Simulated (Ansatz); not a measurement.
Cost and result for the atomization energy of CH6InNSi (10 atoms, 8 bonds).

```
atom    x (Å)    y (Å)    z (Å)
  N1   0.8570   1.6704  -0.7949
  C2   0.0444   1.7919   0.1824
 In3  -2.0910   1.4052  -0.5140
 Si4   0.0757  -1.6670   0.3396
  H5   0.3867   1.4125  -1.6789
  H6   0.5291   2.0642   1.1312
  H7  -1.2261  -1.0800  -0.1113
  H8   0.5040  -1.0016   1.5922
  H9  -0.1570  -3.1131   0.5888
 H10   1.0772  -1.4825  -0.7349
```

Total charge 0; spin multiplicity 1. Correlated methods include outer-core shells of In, which these sets cover unevenly. In takes the def2 core potential. The bonds changed during the relaxation, so this is another structure than the one it started from. All single points use the PBE0-D4/def2-TZVP geometry. It is one conformer, not always the lowest. Program: Ansatz. All runs use 4 threads of an Arm Neoverse V1 on a shared host. Times are those of one run each, without the atoms' runs, and a repeat can differ threefold. Electronic energies, without spin–orbit coupling; frozen cores. CCSD(T)/CBS adds CCSD(T) − MP2 in def2-TZVPP to the MP2 limit, and its time is that of the two runs behind it. T1 = 0.017. With those shells the extrapolation isn't a true limit. B3LYP takes the VWN-RPA correlation (the form of Gaussian; ORCA's B3LYP/G).

CCSD(T)/CBS is a level of theory with its own doubt, some kJ/mol a heavy atom from the limit and from the frozen cores, so smaller differences don't rank the functionals.

```tsv
level	functions	atomization (kcal/mol)	difference from CCSD(T)/CBS	per bond
MP2/def2-QZVPP	446	706.7	-8.7	-1.1
CCSD(T)/def2-TZVPP	238	694.2	-21.2	-2.6
ωB97M-V/def2-TZVPP (with forces)	238	714.4	-1.0	-0.1
B2PLYP/def2-TZVPP	238	704.7	-10.7	-1.3
PBE-D4/def2-TZVPP (with forces)	238	722.7	7.3	0.9
PBE0-D4/def2-TZVPP	238	707.2	-8.2	-1.0
B3LYP-D4/def2-TZVPP (with forces)	238	718.1	2.7	0.3
r2SCAN-D4/def2-TZVPP (with forces)	238	709.3	-6.1	-0.8
ωB97X-V/def2-TZVPP	238	716.0	0.6	0.1
CCSD(T)/CBS(def2)	–	715.4	0.0	0.0
```

Question: Order the runs by time, with rough figures. (Estimate.)

Answer: Ansatz gave: PBE-D4/def2-TZVPP (with forces) 2.6 s; PBE0-D4/def2-TZVPP 3.1 s; B3LYP-D4/def2-TZVPP (with forces) 5 s; r2SCAN-D4/def2-TZVPP (with forces) 5.5 s; B2PLYP/def2-TZVPP 6.5 s; ωB97X-V/def2-TZVPP 8.5 s; ωB97M-V/def2-TZVPP (with forces) 13 s; MP2/def2-QZVPP 27 s; CCSD(T)/def2-TZVPP 2.6 min; CCSD(T)/CBS(def2) 3 min.

The D4 term adds +9.6 kcal/mol with B3LYP and +5.1 kcal/mol with PBE0; it sums over pairs of atoms, weighted by their polarisabilities, and B3LYP, whose exchange is more repulsive, gets the larger term. In def2-TZVPP, CCSD(T) changes the Hartree–Fock value by +199.5 kcal/mol (the triples alone add +11.8 kcal/mol) and MP2 by +199.4 kcal/mol; breaking electron pairs costs correlation energy, which Hartree–Fock lacks. From PBE to PBE0 (25 % exact exchange), in def2-TZVPP and without D4, the atomization energy moves by −14.7 kcal/mol: exact exchange takes away binding that semilocal exchange gives to molecules.

Spin–orbit coupling would lower the free In atoms strongly, and the atomization energy with them, by more than many differences here.
